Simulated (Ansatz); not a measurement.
A short molecular-dynamics run on OsO2 (the lowest singlet isomer of a short search).

```yaml
crystal:
  periodic: [false, false, false]
  atoms:
    - {symbol: Os, position_ang: [-0.021744, 0.309044, 0.451096]}
    - {symbol: O, position_ang: [-1.172078, -0.894051, 0.224079]}
    - {symbol: O, position_ang: [1.193822, 0.585007, -0.675176]}
basis:
  gaussian: {orbitals: def2-SVP}
hamiltonian: {xc: {name: PBE}}
md: {timestep: 0.5 fs, n_steps: 15, ensemble: nvt_langevin, temperature: 1000, initial_velocities: maxwell_boltzmann, friction: 0.01, seed: 954}
scf: {omitted_lower_state_checks: [starts]}
```

```sh
$ ansatz run in.yaml --threads 4 --pin off --events-out ev --progress --plain --max-ram 3916MiB
```

| step | time (fs) | potential energy (eV) | kinetic (eV) | T (K) |
| --- | --- | --- | --- | --- |
| 0 | 0.0 | -6554.4769 | 0.2585 | 667 |
| 1 | 0.5 | -6554.4795 | 0.3057 | 788 |
| 2 | 1.0 | -6554.4804 | 0.3214 | 829 |
| 3 | 1.5 | -6554.4791 | 0.3050 | 786 |
| 4 | 2.0 | -6554.4758 | 0.3010 | 776 |
| 5 | 2.5 | -6554.4710 | 0.2770 | 714 |
| 6 | 3.0 | -6554.4647 | 0.2836 | 731 |
| 7 | 3.5 | -6554.4567 | 0.2925 | 754 |
| 8 | 4.0 | -6554.4469 | 0.3137 | 809 |
| 9 | 4.5 | -6554.4358 | 0.3059 | 789 |
| 10 | 5.0 | -6554.4232 | 0.3021 | 779 |
| 11 | 5.5 | -6554.4090 | 0.2907 | 750 |
| 12 | 6.0 | -6554.3946 | 0.2751 | 709 |
| 13 | 6.5 | -6554.3803 | 0.2593 | 669 |
| 14 | 7.0 | -6554.3651 | 0.2571 | 663 |
| 15 | 7.5 | -6554.3492 | 0.2505 | 646 |

Velocities are drawn at the set temperature; a run this short doesn't reach equilibrium. Under Langevin dynamics the printed temperature counts 3N degrees of freedom, so it starts below the set value.

In the def2 sets Os takes a core potential; there is no spin–orbit coupling. The restricted singlet is unstable towards broken spin symmetry at other levels; at RKS PBE/def2-SVP this wasn't settled.

Frames (Å, forces in eV/Å):

```xyz
3
time=0.0 fs
Os   -0.022    0.309    0.451   -0.037    0.519    0.757
O    -1.172   -0.894    0.224   -0.469   -0.564   -0.194
O     1.194    0.585   -0.675    0.505    0.045   -0.564
3
time=0.5 fs
Os   -0.022    0.309    0.451    0.168    0.563    0.560
O    -1.172   -0.895    0.227   -0.438   -0.545   -0.202
O     1.202    0.588   -0.674    0.271   -0.019   -0.358
3
time=1.0 fs
Os   -0.023    0.309    0.450    0.369    0.597    0.354
O    -1.173   -0.897    0.230   -0.397   -0.513   -0.207
O     1.210    0.590   -0.674    0.028   -0.084   -0.147
3
time=1.5 fs
Os   -0.024    0.309    0.450    0.571    0.632    0.151
O    -1.173   -0.898    0.232   -0.358   -0.484   -0.211
O     1.218    0.592   -0.673   -0.213   -0.148    0.060
3
time=2.0 fs
Os   -0.025    0.309    0.450    0.755    0.660   -0.034
O    -1.174   -0.899    0.235   -0.315   -0.450   -0.216
O     1.227    0.595   -0.672   -0.439   -0.210    0.250
3
time=2.5 fs
Os   -0.025    0.309    0.449    0.915    0.680   -0.199
O    -1.175   -0.900    0.237   -0.269   -0.414   -0.220
O     1.235    0.597   -0.671   -0.645   -0.267    0.418
3
time=3.0 fs
Os   -0.026    0.309    0.449    1.071    0.705   -0.350
O    -1.175   -0.901    0.240   -0.231   -0.384   -0.225
O     1.243    0.599   -0.670   -0.840   -0.321    0.575
3
time=3.5 fs
Os   -0.026    0.309    0.448    1.225    0.728   -0.498
O    -1.176   -0.902    0.242   -0.191   -0.354   -0.230
O     1.251    0.601   -0.668   -1.034   -0.374    0.728
3
time=4.0 fs
Os   -0.027    0.309    0.448    1.376    0.748   -0.644
O    -1.177   -0.903    0.244   -0.149   -0.320   -0.234
O     1.260    0.604   -0.666   -1.227   -0.428    0.878
3
time=4.5 fs
Os   -0.027    0.309    0.448    1.518    0.769   -0.777
O    -1.177   -0.903    0.247   -0.107   -0.289   -0.239
O     1.268    0.607   -0.665   -1.410   -0.480    1.016
3
time=5.0 fs
Os   -0.027    0.310    0.447    1.667    0.804   -0.899
O    -1.177   -0.904    0.249   -0.080   -0.272   -0.247
O     1.276    0.610   -0.663   -1.587   -0.532    1.146
3
time=5.5 fs
Os   -0.028    0.310    0.446    1.815    0.839   -1.017
O    -1.178   -0.905    0.252   -0.053   -0.257   -0.255
O     1.284    0.613   -0.662   -1.761   -0.583    1.272
3
time=6.0 fs
Os   -0.028    0.310    0.446    1.940    0.864   -1.121
O    -1.178   -0.906    0.254   -0.021   -0.234   -0.262
O     1.292    0.616   -0.660   -1.919   -0.630    1.383
3
time=6.5 fs
Os   -0.028    0.310    0.446    2.062    0.902   -1.205
O    -1.178   -0.906    0.257   -0.004   -0.229   -0.271
O     1.300    0.619   -0.658   -2.058   -0.673    1.476
3
time=7.0 fs
Os   -0.028    0.310    0.445    2.192    0.949   -1.283
O    -1.177   -0.907    0.259    0.002   -0.234   -0.282
O     1.308    0.622   -0.656   -2.194   -0.715    1.565
3
time=7.5 fs
Os   -0.028    0.310    0.445    2.309    0.982   -1.367
O    -1.176   -0.908    0.261    0.019   -0.226   -0.289
O     1.315    0.624   -0.654   -2.328   -0.756    1.655
```

Hardware: 4 threads of AMD EPYC 7R43 on a shared host. Wall time 13 s.
